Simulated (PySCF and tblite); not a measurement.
Computed ¹H and ¹³C shifts (ppm) of 5 molecules with 5 carbons each, averaged over conformers at 298.15 K: GIAO PBE0/pcSseg-1 on GFN2-xTB geometries, unscaled, against TMS (¹H), TMS (¹³C) at the same level; H on other atoms than carbon is left out (PySCF, tblite).

P. ¹H: 9.34 (1H), 2.71 (1H), 1.16 (2H), 0.70 (2H) ¹³C: 179.6 (1C), 179.3 (1C), 22.3 (1C), 9.7 (2C)
Q. ¹H: 4.99 (1H), 4.38 (2H), 1.36 (3H) ¹³C: 176.1 (1C), 168.4 (1C), 83.0 (1C), 63.8 (1C), 16.3 (1C)
R. ¹H: 6.91 (1H), 6.88 (1H) ¹³C: 133.3 (1C), 125.4 (1C), 121.4 (1C), 121.2 (1C), 110.3 (1C)
S. ¹H: 4.63 (1H), 2.04 (1H), 2.03 (1H), 1.30 (3H) ¹³C: 130.8 (1C), 121.1 (1C), 68.7 (1C), 32.3 (1C), 11.5 (1C)
T. ¹H: 8.77 (1H), 8.56 (1H), 8.41 (1H), 2.52 (3H) ¹³C: 166.2 (1C), 150.0 (1C), 148.4 (1C), 143.7 (1C), 19.2 (1C)

The molecules:
1. C₅H₆F₂O₂, SMILES CCOC(=O)C=C(F)F
2. C₅H₆F₃NO, SMILES CC[C@H](C#N)OC(F)(F)F
3. C₅H₆GeN₂, SMILES N#Cc1cc[nH][c]1[GeH3]
4. 2-(methylthio)pyrazine, C5H6N2S, SMILES CSc1cnccn1
5. C5H6N2S2, SMILES c1nc(SC2CC2)ns1

Task: Which spectrum belongs to which molecule?

Result: P is 5; Q is 1; R is 3; S is 2; T is 4.

Assigned:
1. [CH3:1][CH2:2][O:3][C:4](=[O:5])[CH:6]=[C:7]([F:8])[F:9]: ¹³C: 176.1 (C7), 168.4 (C4), 83.0 (C6), 63.8 (C2), 16.3 (C1) ppm.
2. [CH3:1][CH2:2][C@H:3]([C:4]#[N:5])[O:6][C:7]([F:8])([F:9])[F:10]: ¹³C: 130.8 (C7), 121.1 (C4), 68.7 (C3), 32.3 (C2), 11.5 (C1) ppm.
3. [N:1]#[C:2][c:3]1[cH:4][cH:5][nH:6][c:7]1[GeH3:8]: ¹³C: 133.3 (C7), 125.4 (C5), 121.4 (C2), 121.2 (C4), 110.3 (C3) ppm.
4. [CH3:1][S:2][c:3]1[cH:4][n:5][cH:6][cH:7][n:8]1: ¹³C: 166.2 (C3), 150.0 (C7), 148.4 (C4), 143.7 (C6), 19.2 (C1) ppm.
5. [cH:1]1[n:2][c:3]([S:4][CH:5]2[CH2:6][CH2:7]2)[n:8][s:9]1: ¹³C: 179.6 (C3), 179.3 (C1), 22.3 (C5), 9.7 (C6/C7) ppm.

Unscaled shifts at such levels can be off by 15 ppm or more for ¹³C and 0.8 ppm for ¹H.

For scale, the study of CCOC(=O)C=C(F)F took 3.9 min on 1 thread of Arm Neoverse V2 (shared host) (rough), launched as `OMP_NUM_THREADS=1 python ens_run.py task.json out`.
